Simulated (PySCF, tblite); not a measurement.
Species: C7H10SSi.
Geometry (GFN2-xTB, Å), atoms numbered from 1 in this order:
```xyz
19
C7H10SSi angstrom
C      2.327   -2.615   -0.694
C      1.694   -1.596   -0.617
C      0.908   -0.431   -0.458
C      1.069    0.561   -1.344
S      0.320    2.126   -1.499
C     -0.941    2.241   -0.188
Si    -0.403    1.276    1.359
C     -0.070   -0.475    0.690
C     -1.352   -1.183    0.233
H      2.890   -3.495   -0.784
H      1.789    0.445   -2.143
H     -1.879    1.875   -0.602
H     -1.049    3.307   -0.002
H     -1.507    1.285    2.320
H      0.824    1.867    1.896
H      0.380   -1.092    1.476
H     -1.831   -0.636   -0.577
H     -2.057   -1.268    1.058
H     -1.120   -2.184   -0.128
```

The calculation used PBE0/pcSseg-1 in PySCF (dipole) on a GFN2-xTB geometry, gas phase.

Take the most abundant isotopes and a rigid rotor. The values belong to one conformer with, in the numbering `[CH:1]#[C:2][C:3]1=[CH:4][S:5][CH2:6][SiH2:7][C@H:8]1[CH3:9]`, C3–C4–S5–C6 -3°, C4–S5–C6–Si7 32°, S5–C6–Si7–C8 -56°, C6–Si7–C8–C9 -68°.

(1) Give the principal moments of inertia and the rotational constants in GHz.

(2) Classify the top.

(3) Is it planar, by Δ = Ic − Ia − Ib?

(4) Give the other two planar moments, Paa and Pbb, and the rms extents of the mass along the axes.

(5) Predict some low-J microwave lines.

(6) Estimate the classical rotational partition function at 50 K, 298.15 K and 500 K.

Answers

(1) Ia = 297.22, Ib = 522.93, Ic = 701.24 u·Å²; 505379 MHz·u·Å²/I gives 1700, 966.4 and 720.7 MHz, that is A = 1.7004, B = 0.9664, C = 0.7207 GHz.

(2) An asymmetric top; Ray's κ = -0.498.

(3) Not planar: Δ = Ic − Ia − Ib = -118.92 u·Å². For a rigid frame Δ = −2 Σ m c², so Σ m c² = 59.46 u·Å² lies off the ab plane: 16.85 from hydrogen and 42.61 from heavier atoms. The atom farthest from that plane is 2.15 Å away.

(4) Paa = Σ m a² = (Ib + Ic − Ia)/2 = 463.48 and Pbb = Σ m b² = (Ia + Ic − Ib)/2 = 237.76 u·Å². With the mass M = 154.03 u, the rms extents √(P/M) along a, b and c are 1.73, 1.24, 0.62 Å.

(5) The dipole components are |μa| = 0.71 D, |μb| = 1.51 D, |μc| = 0.35 D. Intensities carry the squares of the components, which stand as 0.22 : 1.00 : 0.05 (a : b : c). Some lines, for components of 0.1 D or more:

| type | branch | J(Ka,Kc) | MHz | lower level (cm⁻¹) |
| --- | --- | --- | --- | --- |
| c | Q | 3(1,3) ← 3(0,3) | 336 | 0.329 |
| c | Q | 5(2,4) ← 5(1,4) | 1037 | 0.919 |
| a | Q | 5(2,3) ← 5(2,4) | 1349 | 0.953 |
| b | Q | 4(1,3) ← 4(0,4) | 2589 | 0.540 |
| b | Q | 5(1,4) ← 5(0,5) | 3590 | 0.799 |
| a | R | 3(1,2) ← 2(1,1) | 5393 | 0.210 |
| b | R | 2(2,0) ← 1(1,1) | 6120 | 0.081 |
| a | R | 4(1,3) ← 3(1,2) | 7113 | 0.390 |
| b | R | 5(1,5) ← 4(0,4) | 7834 | 0.540 |
| a | R | 5(2,4) ← 4(2,3) | 8320 | 0.676 |
| b | R | 3(3,1) ← 2(2,0) | 9323 | 0.285 |
| c | R | 3(3,1) ← 2(2,1) | 9375 | 0.283 |
| b | R | 5(2,4) ← 4(1,3) | 9785 | 0.627 |
| b | R | 4(2,2) ← 3(1,3) | 10712 | 0.341 |
| c | R | 4(4,1) ← 3(3,1) | 12757 | 0.596 |
| c | R | 5(5,1) ← 4(4,1) | 16156 | 1.021 |

(6) Point group C1, symmetry number σ = 1; q = (√π/σ)·√((kT/h)³/(ABC)), k/h = 20836.6 MHz/K: 54800 at 50 K, 798000 at 298.15 K, 1730000 at 500 K.

Its GFN2-xTB frequencies are all real (lowest 35 cm⁻¹). Constants of a rigid frame at the computed geometry: no zero-point averaging, no centrifugal distortion. A rigid rotor knows nothing of internal rotation, which can split or shift real lines.

Time: 86 s wall; peak memory 1.0 GiB. Hardware: one thread of an Arm Neoverse N1, no GPU (shared host). This is the PBE0/pcSseg-1 job that gave the dipole, with the shieldings it also computed.
